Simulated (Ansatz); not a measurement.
The first iterations of a band of C₄H₇BrSi (13 atoms, charge 0, multiplicity 1).

The calculation used RKS PBE/def2-SVP in Ansatz.

```yaml
movable_images: 7
climbing_image: yes
spring: 5.0 eV/Å²
optimiser: quadratic models (default)
start_path: IDPP
force_threshold: 0.03 eV/Å
iteration_limit: 60
end_points: relaxed
```

First end point:

```xyz
13
Properties=species:S:1:pos:R:3
C -0.155 -2.428 0.373
C 0.604 -1.305 -0.272
Br 2.459 -1.689 -0.657
C 0.144 -0.114 -0.601
C -0.316 1.091 -0.883
Si -0.237 2.530 0.337
H -0.151 -3.329 -0.275
H 0.309 -2.712 1.340
H -1.206 -2.126 0.557
H -0.762 1.271 -1.883
H 0.376 2.062 1.625
H 0.582 3.654 -0.242
H -1.624 3.059 0.596
```

Last end point:

```xyz
13
Properties=species:S:1:pos:R:3
C -1.018 -2.242 -0.031
C 0.250 -1.441 -0.068
Br 1.833 -2.390 0.508
C 0.393 -0.187 -0.451
C 0.518 1.082 -0.792
Si 0.369 2.500 0.446
H -0.942 -3.133 -0.689
H -1.222 -2.606 0.998
H -1.874 -1.624 -0.366
H 0.729 1.331 -1.853
H 1.650 3.290 0.482
H -0.734 3.435 0.023
H 0.070 1.949 1.810
```

| iteration | highest image above the first end (eV) | largest band force component (eV/Å) |
| --- | --- | --- |
| 1 | 0.102 | 0.989 |
| 2 | 0.039 | 0.162 |

Question: Does the band converge within its limit, and where does its top end?

Answer: The forces met the threshold. It ended after 6 iterations with the highest image 0.035 eV above the first end. A vibrational analysis at the climbing image gives one clearly imaginary mode, 92i cm⁻¹: a first-order saddle point.

The run took 2.7 min on 2 threads of Arm Neoverse V1, with other jobs on the host, peak memory 0.2 GiB.
